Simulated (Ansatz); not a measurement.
```yaml
atoms:
  - { symbol: C, position_ang: [0.0291, 0.0507, -0.5949] }
  - { symbol: F, position_ang: [0.0412, 0.9526, 0.2305] }
  - { symbol: F, position_ang: [0.0079, -1.0719, 0.2178] }
```

Basis set: cc-pVDZ (spherical functions). Left uncorrelated: 3 orbitals. Charge 0, multiplicity 1.

Computed with Ansatz (development build ahead of 0.2.0); each method stands on the lowest determinant of its kind that the runs found. Restricted open shells among the atoms or ions are ROHF, correlated in semicanonical orbitals with singles.

Question: Give the atomization energy at this shape (free ground-state atoms in the same class of orbitals less the molecule, no zero-point energy) of singlet CF₂ by RHF-MP2, RHF.

Answer:

```json
{"method": "RHF-MP2", "atomization energy": "237.14 kcal/mol"}
{"method": "RHF", "atomization energy": "149.35 kcal/mol"}
```

Caution: the shape is not the minimum.
